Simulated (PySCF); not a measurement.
B(Cl)(F)(OAc) (C₂H₃BClFO₂), SMILES CC(=O)OB(F)Cl.

Coordinates come from a ωB97X-D3(BJ)/def2-SVP optimisation. The values are those of a single conformer.

Two levels are set side by side: TDA-PBE/def2-SVPD (PySCF) and TDA-CAM-B3LYP/def2-SVPD (PySCF). Vertical, same geometry. The lowest singlet is HOMO→LUMO 99 % with PBE and HOMO→LUMO 84 % with the other functional; states are paired by order. Differences are taken from unrounded values.

```csv
quantity,TDA-CAM-B3LYP
lowest singlet excitation (eV),5.62
lowest triplet excitation (TDA) (eV),5.05
first bright state (f over 0.05) (eV),7.93
its oscillator strength,0.07
```

Task: What does TDA-PBE give, and how far is it from TDA-CAM-B3LYP? (An estimate is asked for; the answer gives what the named calculation found.)

Result: 
| quantity | TDA-PBE | TDA-PBE minus TDA-CAM-B3LYP |
|---|---|---|
| lowest singlet excitation (eV) | 5.14 | -0.48 |
| lowest triplet excitation (TDA) (eV) | 4.66 | -0.39 |
| first bright state (f over 0.05) (eV) | 7.64 | -0.28 |
| its oscillator strength | 0.09 | 0.01 |

A lower first singlet is the usual sign of a functional without exact exchange. Differences between two approximate levels are no errors against the true value.

Rough cost on one machine, each run with all the roots and properties that it gave: TDA-CAM-B3LYP against TDA-PBE about 5 times.
